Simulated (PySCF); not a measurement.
## SMILES [C@H]1(C#C)C[C@@H]1[NH2+][GeH3], [C5H10GeN]+, charge +1

Cartesian coordinates in Å; atom numbers follow the order of the lines, from 1:
```xyz
17

C    -2.537    2.131   -0.013
C    -1.887    1.181    0.315
C    -1.108    0.044    0.703
C    -1.325   -1.290    0.029
C    -0.086   -0.505   -0.260
N     1.204   -0.952    0.289
Ge    2.456    0.600    0.623
H    -3.116    2.962   -0.289
H    -0.856    0.027    1.760
H    -1.248   -2.181    0.633
H    -2.073   -1.352   -0.746
H     0.019   -0.028   -1.227
H     1.628   -1.636   -0.347
H     1.026   -1.452    1.167
H     3.630   -0.095    1.232
H     2.641    1.119   -0.761
H     1.625    1.439    1.531
```

Total charge +1.

The calculation used TDDFT CAM-B3LYP/def2-SVPD circular dichroism and optical rotation, one conformer, gas phase (PySCF). Geometry: GFN2-xTB.

The molecule is flexible and this is one conformer; a measurement averages over conformers. The calculation is non-relativistic, which matters for the atoms heavier than Zn.

(1) Draw the ECD and absorption spectra from the lowest 16 states, each a Gaussian of half-width 0.35 eV at 1/e height.

Results:

(1) 
| E (eV) | λ (nm) | Δε (L mol⁻¹ cm⁻¹) | ε (L mol⁻¹ cm⁻¹) |
| --- | --- | --- | --- |
| 5.57 | 222 | -0.26 | 6.43 |
| 5.67 | 219 | -0.54 | 14.8 |
| 5.77 | 215 | -0.97 | 30.9 |
| 5.87 | 211 | -1.49 | 60.1 |
| 5.97 | 208 | -1.96 | 111 |
| 6.07 | 204 | -2.25 | 197 |
| 6.17 | 201 | -2.30 | 329 |
| 6.27 | 198 | -2.21 | 512 |
| 6.37 | 195 | -2.12 | 731 |
| 6.47 | 192 | -2.15 | 947 |
| 6.57 | 189 | -2.27 | 1110 |
| 6.67 | 186 | -2.34 | 1150 |
| 6.77 | 183 | -2.21 | 1070 |
| 6.87 | 180 | -1.78 | 895 |
| 6.97 | 178 | -1.01 | 710 |
| 7.07 | 175 | +0.26 | 637 |
| 7.17 | 173 | +2.51 | 803 |
| 7.27 | 170 | +6.55 | 1330 |
| 7.37 | 168 | +13.07 | 2310 |
| 7.47 | 166 | +21.74 | 3730 |
| 7.57 | 164 | +30.23 | 5390 |
| 7.67 | 162 | +34.61 | 6950 |
| 7.77 | 159 | +31.49 | 8010 |
| 7.87 | 157 | +20.94 | 8370 |
| 7.97 | 155 | +7.41 | 8110 |
| 8.07 | 154 | -2.87 | 7440 |
| 8.17 | 152 | -6.12 | 6570 |

Δε uses R in velocity form, ε uses f in length form. Only the states computed contribute, so the short-wavelength end is incomplete.
